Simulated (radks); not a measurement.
Task: The mean radii <r> (bohr) of the occupied orbitals of an atom or ion are listed with their occupations. Method: Dirac Kohn-Sham, BLYP, spin-unpolarised, spherical densities, point nucleus; computed with a radial shooting solver on a logarithmic mesh with Libxc functionals.

| orbital | occ. | <r> |
|---|---|---|
| 1s1/2 | 2 | 0.03262 |
| 2s1/2 | 2 | 0.1416 |
| 2p1/2 | 2 | 0.1203 |
| 2p3/2 | 4 | 0.1252 |
| 3s1/2 | 2 | 0.3906 |
| 3p1/2 | 2 | 0.3831 |
| 3p3/2 | 4 | 0.3939 |
| 3d3/2 | 4 | 0.3684 |
| 3d5/2 | 6 | 0.3719 |
| 4s1/2 | 2 | 0.9801 |
| 4p1/2 | 2 | 1.061 |
| 4p3/2 | 4 | 1.092 |
| 4d3/2 | 4 | 1.540 |
| 4d5/2 | 4 | 1.563 |

Name the element and its charge. Open shells, if any, fill j = l - 1/2 first.

Result: Z = 45, rhodium, charge +1: Rh+ in [Kr] 4d8. The 1s radius gives Z: for a bare nucleus <r> = (2 gamma + 1)/(2Z) with gamma = sqrt(1 - (Z/c)^2), 0.0321 bohr for Z = 45, and screening makes it slightly larger (0.03262 here). The occupations add up to 44, and the charge is Z minus that.
